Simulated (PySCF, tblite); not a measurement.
Isomers of C7H8OSi, one GFN2-xTB conformer each. Single-point energies are computed at PBE0/pcSseg-1 (PySCF, gas phase, no added dispersion term), electronic only.

Task: Rank them by PBE0/pcSseg-1 energy, lowest first (kcal/mol).
A. `C[C@@H]1[SiH2]C=C1C#CC=O`
B. `[CH2:1]=[C:2]1[C:3](=[CH2:4])[C:5]([CH:6]=[O:7])=[C:8]1[SiH3:9]` with C3–C5–C6–O7 180°
C. `[CH:1]#[C:2][C:3]1=[CH:4][CH2:5][C:6](=[CH2:7])[O:8][SiH2:9]1` with C3–C4–C5–C6 45°, C4–C5–C6–C7 130°, C5–C6–O8–Si9 15°, C6–O8–Si9–C3 21°

Result: C (0.0), B (20.7), A (27.8).

As drawn, the lowest has an Si–O bond, which the highest lacks; the highest has a four-membered ring and a C=O bond, which the lowest lacks. GFN2-xTB itself gives, in the same order: 0.0, 39.9, 51.4. Both levels put the same isomer lowest; measured from each level's own lowest isomer, the values differ by up to 23.6 kcal/mol (C[C@@H]1[SiH2]C=C1C#CC=O: 51.4 against 27.8).

Task: Which frontier levels, dipoles and rotational constants go with these structures?

Result: 
```tsv
SMILES	HOMO (eV, PBE0/pcSseg-1)	LUMO (eV)	dipole (D)	A, B, C (MHz)
C#CC1=CCC(=C)O[SiH2]1	-6.73	-1.24	1.36	2944, 969.9, 794.8
C=C1C(=C)C(C=O)=C1[SiH3]	-7.16	-2.70	2.63	1790, 1268, 748.8
C[C@@H]1[SiH2]C=C1C#CC=O	-7.57	-2.57	3.82	3749, 588.2, 521.8
```

Task: What happens when harmonic zero-point energies from GFN2-xTB frequencies are added?

Result: 
| SMILES | ZPE (kcal/mol) | electronic (kcal/mol) | with ZPE (kcal/mol) |
| --- | --- | --- | --- |
| C#CC1=CCC(=C)O[SiH2]1 | 75.8 | 0.0 | 0.0 |
| C=C1C(=C)C(C=O)=C1[SiH3] | 73.1 | 20.7 | 18.0 |
| C[C@@H]1[SiH2]C=C1C#CC=O | 74.9 | 27.8 | 26.9 |

The zero-point energies span 2.7 kcal/mol. The order is unchanged.
